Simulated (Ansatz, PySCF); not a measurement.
Caution: the highest occupied level lies above zero, so the state may not be bound. This triplet is an excited state, 1.08 eV above the relaxed singlet at the level frozen-core CCSD(T)/aug-cc-pVDZ // B3LYP-D3(BJ)/def2-TZVPD (Ansatz, an electronic-structure program).

B3LYP has the VWN-RPA correlation part, as in Gaussian. 

Cartesian coordinates (Å):
SMILES: [Al-]([SH])[SiH3]
```xyz
7

Si    -1.2531     0.1370    -0.0721
Al     0.7461    -0.3576    -1.4193
S      2.8011     0.2980    -0.5880
H     -2.4862    -0.3374    -0.7870
H     -1.5656     1.5785     0.2408
H     -1.3724    -0.5042     1.2884
H      3.1301    -0.8143     0.0951
```
Charge -1, spin multiplicity 3.

Q: Predict the highest occupied spin orbital and total energy from PySCF 2.14.0 with B3LYP-D3(BJ)/def2-TZVPD.

A: 
| Quantity | Value |
|---|---|
| highest occupied spin orbital | 0.71 eV |
| total energy | -932.6482 Ha |
